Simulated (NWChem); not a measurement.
ScF2 cation; SMILES [F][Sc+][F]

Computed with NWChem. The geometry was optimised at PBE0/def2-SVP. This spin state was assumed; another may lie lower. B3LYP is NWChem's, with the RPA form of VWN correlation. Field at 589 nm.

For level B3LYP/def2-SVPD:

```yaml
isotropic polarisability (bohr³): 18.7
anisotropy (bohr³): 14.3
```

Estimate the same quantities for level B3LYP/def2-SVP.


| Quantity | Result |
|---|---|
| isotropic polarisability (bohr³) | 15.3 |
| anisotropy (bohr³) | 13.0 |
